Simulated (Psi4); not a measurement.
osmium atom (Os), quintet (core potentials on Os). Base run: Psi4 with B3LYP/def2-SV(P).

The Psi4 input:
```
memory 2 GB

molecule {
0 5
Os    0.00000000    0.00000000    0.00000000
}

set {
  basis def2-sv(p)
  reference uks
}

energy('b3lyp')
print_variables()
```

Each row names what was changed in the base input (with any setting that the change needs).

```json
[
 {"change": "base", "ΔE vs base (mEh)": "0.000", "SCF cycles": "12", "grid points": "21110", "basis functions": "25", "outcome": "converged"},
 {"change": "scf_type = direct", "ΔE vs base (mEh)": "0.004", "SCF cycles": "14", "grid points": "21110", "basis functions": "25", "outcome": "converged"},
 {"change": "d_convergence = 1e-4", "ΔE vs base (mEh)": "0.000", "SCF cycles": "11", "grid points": "21110", "basis functions": "25", "outcome": "converged"},
 {"change": "dft_radial_scheme = becke", "ΔE vs base (mEh)": "-0.003", "SCF cycles": "12", "grid points": "18120", "basis functions": "25", "outcome": "converged"},
 {"change": "level_shift = 1.0", "ΔE vs base (mEh)": "27.156", "SCF cycles": "8", "grid points": "21110", "basis functions": "25", "outcome": "another SCF solution"},
 {"change": "guess = sadno", "ΔE vs base (mEh)": "20.149", "SCF cycles": "15", "grid points": "21110", "basis functions": "25", "outcome": "another SCF solution"},
 {"change": "dft_radial_points = 50", "ΔE vs base (mEh)": "0.024", "SCF cycles": "12", "grid points": "14194", "basis functions": "25", "outcome": "converged"},
 {"change": "diis_max_vecs = 3", "ΔE vs base (mEh)": "0.000", "SCF cycles": "14", "grid points": "21110", "basis functions": "25", "outcome": "converged"},
 {"change": "scf_type = mem_df", "ΔE vs base (mEh)": "0.000", "SCF cycles": "12", "grid points": "21110", "basis functions": "25", "outcome": "converged"},
 {"change": "df_basis_scf = def2-universal-jkfit", "ΔE vs base (mEh)": "0.000", "SCF cycles": "12", "grid points": "21110", "basis functions": "25", "outcome": "converged"},
 {"change": "dft_spherical_points = 110", "ΔE vs base (mEh)": "-0.009", "SCF cycles": "12", "grid points": "7700", "basis functions": "25", "outcome": "converged"},
 {"change": "puream = false", "ΔE vs base (mEh)": "-0.140", "SCF cycles": "13", "grid points": "21110", "basis functions": "27", "outcome": "converged"},
 {"change": "dft_radial_scheme = mura", "ΔE vs base (mEh)": "-0.003", "SCF cycles": "12", "grid points": "21436", "basis functions": "25", "outcome": "converged"}
]
```

A guess, shift, damping, solver or small numerical setting can't move a converged solution much, so rows marked as another SCF solution ended in a different state.

Open shells are given as the SCF converged; they aren't shown to be the lowest states, and a large step between rows can be another state.
